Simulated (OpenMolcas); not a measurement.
Cu2+ in a point-charge field

Cu2+ among 6 point charges of -2 e arranged as a tetragonal octahedron (D4h), 1.95 Å from the ion, with the axial distance 2.087 Å.

| Property | Result |
| --- | --- |
| Program | OpenMolcas 26.06 |
| Method | CASSCF |
| Basis | ANO-RCC-VDZP [5s4p2d1f] |
| Scalar Hamiltonian | DKH2, point nucleus |
| Active space | 9 electrons in 5 orbitals (3d) |
| State averaging | 2S+1 = 2 even, 5 roots |
| Spin-orbit coupling | state interaction with AMFI integrals over the reference wave functions |

The lowest spin-free states (labels of D4, the rotations of D4h), above the lowest:

| State | Degeneracy | E (cm-1) | Free-ion L (%) |
| --- | --- | --- | --- |
| 2B1 | 1 | 0.0 | D (100) |
| 2B2 | 1 | 3617 | D (100) |
| 2A1 | 1 | 6909 | D (100) |
| 2E | 2 | 8147 | D (100) |

The lowest levels with spin-orbit coupling:

```tsv
E (cm-1)	Degeneracy	Label	2S+1	g
0.0	2	E3/2	2	2.02 2.02 3.64
3918	2	E3/2	2	0.28 2.16 2.16
6690	2	E1/2	2	1.65 3.37 3.37
8105	2	E3/2	2	0.15 0.15 3.92
9253	2	E1/2	2	0.35 1.37 1.37
```

Powder χT (cm3 K/mol): 0.669 at 2 K, 0.67 at 10 K, 0.679 at 50 K, 0.689 at 100 K, 0.71 at 200 K, 0.731 at 300 K. The effective moment at 300 K is 2.828 √(χT) = 2.42 μB.

The lowest level has 2S+1 = 2, for which the spin-only value is χT = S(S+1) / 2 = 0.375 cm3 K/mol (g = 2). The computed 0.731 at 300 K differs by +0.356, through orbital momentum, spin-orbit coupling and any other state in reach.

Point charges carry no covalency, so the field is a model and not that of real ligands. No measured value stands beside these numbers.
